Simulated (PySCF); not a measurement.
Exercise with solution: oscillator strength and radiative lifetime

C4H5BF2, SMILES C=C1C[C@@H](F)B1F.

Geometry optimised at PBE0-D3(BJ)/def2-SVP. The structure was generated by enumeration; whether it is a known compound was not checked.

TDA-ωB97X/def2-SVPD in PySCF puts the first singlet state with f over 0.02 at 6.01 eV (vertical), with the transition dipole (0.803, -0.194, -0.331) in atomic units.

Task: Find the oscillator strength, the wavelength and the radiative lifetime that this transition would have in vacuum if emission retraced absorption.

Result: 
|μ|² = 0.7920 au, so |μ| = 2.26 D. ΔE = 6.01/27.211 = 0.2209 hartree. f = (2/3) ΔE |μ|² = 0.117 (the program prints 0.117).
λ = 1239.84/6.01 = 206 nm; ν = 48474 cm⁻¹.
Einstein's coefficient A = 0.6670 ν² f s⁻¹ (ν in cm⁻¹) = 1.8e8 s⁻¹, so τ = 1/A = 5.5 ns. This state is S2; the lower singlet has f = 0.002. The figure is the radiative limit of this one transition; relaxation, internal conversion, crossing to triplets and a medium change what is measured.
